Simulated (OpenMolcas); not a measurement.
Ir3+ (d6) in a complex was computed by CASSCF with the d shell active (OpenMolcas, ANO-RCC-VDZP on the metal). Its lowest spin-free states, and all those of the highest spin:

```
2S+1  Degeneracy  E (cm-1)
   5           2       0.0
   3           3      5216
   5           3      8685
   1           2     10903
   1           3     12087
   3           3     12421
   3           3     13079
   3           2     13091
   3           1     15927
   3           1     16004
   1           1     16518
   3           2     18109
```

Q: Is the site octahedral, tetrahedral or cube-like, axial, or of lower symmetry?

A: The states with 2S+1 = 5 have orbital degeneracies 2, 3. Threefold states need a cubic site. For d6 at this spin an octahedron puts the threefold T2 below the twofold E and a tetrahedron or cube puts the twofold E below the threefold T2, so the site is a tetrahedron or a cube, which this pattern cannot tell apart. The first gap at this spin, 8690 cm-1, is |10Dq| in ligand-field theory. The run had Ir3+ with 4 ligands (chloride) in tetrahedral coordination (Td) at 2.31 Å. A charge of +0.25 e stands 3.2 Å behind each ligand. Ligand basis ANO-RCC-VDZP.

Spin-orbit coupling mixes the spin-free states strongly: the lowest level takes only 68 % from its leading state, 5E. An orbital doublet at a regular site is open to a Jahn-Teller distortion, which this geometry leaves out. Without dynamic correlation the repulsion within the d shell is too large (B by tens of per cent), so at a given field states of lower spin stand too high. This shell can be high or low spin here, a state of another spin lies low, and with metal d orbitals alone active their balance is uncertain, so the ground spin may be wrong. The least metal-like active orbital is 74 % on the metal (Löwdin) and no ligand orbital is active, so the numbers are rough. With metal d orbitals alone the field can be off either way by tens of per cent. Ligand-to-metal charge-transfer states are missing. With no ligand orbital active B as a rule stays too high, so bands that hang on it stand too high and its fall with covalency is understated. No measured value stands beside these numbers; the geometry is a model, was not optimised and need not be the one that this ion takes.
